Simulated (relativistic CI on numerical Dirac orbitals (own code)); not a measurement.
Method of calculation: Dirac-Coulomb-Breit CI, orbitals from a KLI potential per configuration, model QED, unscaled Slater integrals (own radial code, finite nucleus).

The strongest absorption lines from the ground level of an ion, among the configurations computed and to levels below about 511 eV (vacuum wavelength in nm, gf): 2.7893 (0.17), 6.5909 (1.6), 6.7857 (0.18), 7.0095 (0.22), 7.1789 (2.3), 7.3455 (0.41), 7.9981 (0.64), 8.1872 (1.1).

(1) Which ion is it?
A. Mo²²⁺
B. Mo²⁰⁺
C. Zr²⁰⁺
D. Pd²⁶⁺

Answers

(1) A. Mo²²⁺ has 20 electrons and the ground level 3s2 3p6 3d2 3F_2; the strongest line goes to 3s2 3p5 3d3 3F°_2. The pattern of lines fixes the number of electrons, and along that sequence the line energies rise steadily with the charge (about as its square where n changes within one kind of shell, about linearly where n is kept but much faster in heavy ions where fine structure, which grows about as Z⁴, sets the gap, and irregularly where shells cross), which fixes Z. Configurations outside the model, such as inner-shell arrays, can give stronger lines. At this charge energies of transitions that change n are usually good to better than 1 %, and those within a shell (Δn = 0) to a few per cent. Terms inside the open d or f shell come out 10 to 20 % too wide with unscaled integrals.

LS names give the leading component of a level, which can be under half, so a name can repeat, a term be missing and a line seem to break the LS rules.
